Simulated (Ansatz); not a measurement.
Geometry optimisation, Ansatz 0.2.0, RKS B3LYP-D4/def2-SVP.

Input file:

```yaml
crystal:
  periodic: [false, false, false]
  atoms:
    - { symbol: C, position_ang: [-0.82983, 1.06543, -0.63275] }
    - { symbol: Ga, position_ang: [0.79493, -0.157, -0.39518] }
    - { symbol: P, position_ang: [1.16876, -1.6086, 1.41682] }
    - { symbol: H, position_ang: [-0.53704, 2.11922, -0.6133] }
    - { symbol: H, position_ang: [-1.32217, 0.88428, -1.59276] }
    - { symbol: H, position_ang: [-1.56639, 0.90694, 0.16152] }
    - { symbol: H, position_ang: [1.87032, -0.08503, -1.5883] }
    - { symbol: H, position_ang: [0.04462, -2.34987, 1.02665] }
    - { symbol: H, position_ang: [0.3768, -0.77537, 2.21731] }
basis:
  gaussian: { orbitals: def2-SVP }
hamiltonian:
  xc: b3lyp
  dispersion: d4
relax:
  f_tol: 0.02
  max_steps: 50
```

Launched with:

```bash
$ ansatz run input.yaml --threads 2 --pin off --max-ram 3072MiB --backend cpu --events-out ev --progress --plain --runs-dir out
```

Where does it end, and by what steps?

The run converged. After 14 steps the energy has fallen by 0.213 eV; H8 moved furthest, 1.16 Å.

```tsv
step	energy less start (eV)	largest force component (eV/Å)	accepted
0	0.0000	0.823	yes
1	-0.0586	0.387	yes
2	-0.0865	0.145	yes
3	-0.0895	0.083	yes
4	-0.1126	0.312	yes
5	-0.1135	0.941	yes
6	-0.1643	0.180	yes
7	-0.1882	0.117	yes
8	-0.1958	0.198	yes
9	-0.1888	0.555	no
10	-0.2077	0.100	yes
11	-0.2106	0.074	yes
12	-0.2120	0.083	yes
13	-0.2123	0.056	yes
14	-0.2125	0.014	yes
```

```xyz
9
Properties=species:S:1:pos:R:3
C -0.796 1.231 -0.610
Ga 0.583 -0.182 -0.447
P 1.021 -1.186 1.619
H -0.298 2.204 -0.760
H -1.429 1.051 -1.494
H -1.437 1.299 0.281
H 1.519 -0.551 -1.663
H 1.189 -2.505 1.098
H -0.351 -1.360 1.978
```

Run time: 26 s on 2 threads of Intel(R) Xeon(R) Platinum 8488C (Sapphire Rapids), on a shared host, peak memory 0.22 GiB.
